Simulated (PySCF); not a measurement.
**Thallium: a sound run and one with changed settings**

Sound run: Tl⁺ [Xe] 4f14 5d10 6s2, Tl²⁺ [Xe] 4f14 5d10 6s1. Calculation: PySCF 2.14, in def2-TZVP with the def2 core potential (60 electrons); a scalar-relativistic core potential. The sound run starts from symmetry-adapted Hartree-Fock orbitals and uses a fine grid where one is needed.

Changed run: 6 angular points. This setting is unsound on purpose.

```
species  method  sound run (hartree)  changed run (hartree)  converged
    Tl⁺     UHF           -171.33078             -171.33078        yes
    Tl⁺   M06-L           -172.41625             -176.94073        yes
    Tl⁺   B3LYP           -172.36469             -174.41061        yes
   Tl²⁺     UHF           -170.65602             -170.65602        yes
   Tl²⁺   M06-L           -171.68271             -176.06103        yes
   Tl²⁺   B3LYP           -171.61265             -173.60117        yes
```

Ionisation energy of Tl⁺:

```
method  sound run (eV)  changed run (eV)
   UHF          18.361            18.361
```

A coarse angular grid integrates products of high-l functions wrongly, so density functionals can shift, and the SCF can exploit the error; Hartree-Fock and MP2 need no grid.

For comparison, NIST gives 20.428 eV between the lowest levels.
